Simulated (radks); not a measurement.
Cr2+, configuration [Ar] 3d1 4s2 4p1 (not the ground configuration). Calculated with a radial shooting solver on a logarithmic mesh with Libxc functionals: non-relativistic Kohn-Sham, r2SCAN, spin-polarised, spherical densities, point nucleus; open shells are filled with parallel spins first; meta-GGA in the generalised Kohn-Sham scheme. Some entries of the table are withheld. Estimate them.

orbital  occ.  eigenvalue (eV)  <r> (bohr)  r(max) (bohr)
1s up       1        -5903.694     0.06421        0.04225
1s down     1        -5903.615     0.06421        0.04225
2s up       1        -717.6089      0.2953         0.2459
2s down     1        -716.7973      0.2951         0.2458
2p up       3        -615.8975      0.2609         0.1991
2p down     3        -615.2281      0.2606         0.1990
3s up       1        -120.6909      0.8716         0.7683
3s down     1        -118.8098      0.8739         0.7696
3p up       3         -91.1106         (1)         0.7784
3p down     3         -89.2299         (2)         0.7801
3d up       1         -44.2425      0.9941         0.7483
3d down     0         -42.3131       1.000         0.7523
4s up       1         -26.3469         (3)          2.134
4s down     1         -24.7656         (4)          2.136
4p up       1         -19.5902       2.650          2.373
4p down     0         -18.0858       2.667          2.375

Answer. 
(1) 3p up <r> (bohr): 0.9061
(2) 3p down <r> (bohr): 0.9090
(3) 4s up <r> (bohr): 2.373
(4) 4s down <r> (bohr): 2.385
